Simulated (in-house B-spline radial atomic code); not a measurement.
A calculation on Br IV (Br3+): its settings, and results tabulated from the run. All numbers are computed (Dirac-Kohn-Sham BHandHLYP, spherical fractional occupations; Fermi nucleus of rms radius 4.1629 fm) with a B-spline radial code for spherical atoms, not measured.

Command:
```bash
python run_scf.py task.json out
```
Settings (nuclear radius in fm, mass in u):
```
Z                35
configuration    [Ar] 3d10 4s2 4p2
hamiltonian      dirac
method           bhandhlyp
spin_polarised   False
nucleus          fermi
rms_radius       4.1629
atomic_mass      78.91834
speed_of_light   137.035999084
```

Output (hartree, bohr):
```
 radial grid: 69 intervals, B-splines of order 8, outer radius 28.1081 bohr

 iter        energy (Eh)    residual
    1       -2602.714487    4.45e-01
    2       -2603.542458    1.83e-01
    3       -2604.149251    1.85e-02
    4       -2604.158990    5.00e-03
    5       -2604.159233    1.61e-03
    6       -2604.159285    7.12e-04
    7       -2604.159293    1.45e-05
    8       -2604.159293    2.98e-06
    9       -2604.159293    4.14e-08

 total energy                     -2604.15929
 kinetic                            2670.3417
 electron-nucleus                  -6245.0185
 Hartree                            1061.7525
 exact exchange                      -44.6649
 exchange-correlation                -46.5701

 first-order corrections (not in the total)
   Gaunt                             1.4306
   retardation                      -0.1363
   frequency dependence             -0.0062
   self-energy                       0.9590
   Uehling                          -0.0970
   Wichmann-Kroll                    0.0010
   recoil                            0.0132

 orbital      occ     eigenvalue          <r>       <r^2>       <1/r>     <1/r^3>       r_max    small
 1s1/2      2.000      -495.4276     0.042737  0.00245974     35.6631           -     0.02792  1.61e-02
 2s1/2      2.000       -66.8604     0.188962   0.0421693     7.97024           -      0.1591  3.19e-03
 2p1/2      2.000       -60.2376     0.162742   0.0325149     7.92063           -      0.1253  3.18e-03
 2p3/2      4.000       -58.4825     0.166606   0.0339493     7.66249     1297.12      0.1285  3.10e-03
 3s1/2      2.000       -10.9128     0.549348    0.346948     2.61095           -      0.4834  7.69e-04
 3p1/2      2.000        -8.5754     0.555721    0.361543     2.48943           -      0.4755  7.15e-04
 3p3/2      4.000        -8.3163     0.565815    0.374608     2.42903     188.376       0.484  6.96e-04
 3d3/2      4.000        -4.2690     0.582715    0.418489     2.17036     23.8811      0.4302  5.76e-04
 3d5/2      6.000        -4.2275     0.586662    0.424071     2.15428     23.6295      0.4329  5.71e-04
 4s1/2      2.000        -2.1247      1.55499     2.73367    0.850744           -       1.371  1.30e-04
 4p1/2      0.667        -1.4503      1.78467     3.63006    0.731568           -       1.538  9.95e-05
 4p3/2      1.333        -1.4245       1.8114     3.73793    0.718934      18.452       1.563  9.71e-05

 Slater integrals (Eh)
   F0(4s1/2,4s1/2)               0.578773
   F0(4s1/2,4p1/2)               0.537511
   G1(4s1/2,4p1/2)               0.363042
   F0(4s1/2,4p3/2)               0.532751
   G1(4s1/2,4p3/2)               0.356782
   F0(4p1/2,4p1/2)               0.504842
   F0(4p1/2,4p3/2)               0.501048
   G2(4p1/2,4p3/2)               0.266254
   F0(4p3/2,4p3/2)               0.497364
   F2(4p3/2,4p3/2)               0.264559
```

Run time, properties included: 2.8 s on 1 thread of Arm Neoverse N1, with other jobs on the host.

For the Dirac Hamiltonian the kinetic term is c α·p + (β - 1)c².

Caution: exact exchange at fractional occupations of open shells leaves self-interaction of up to several eV.
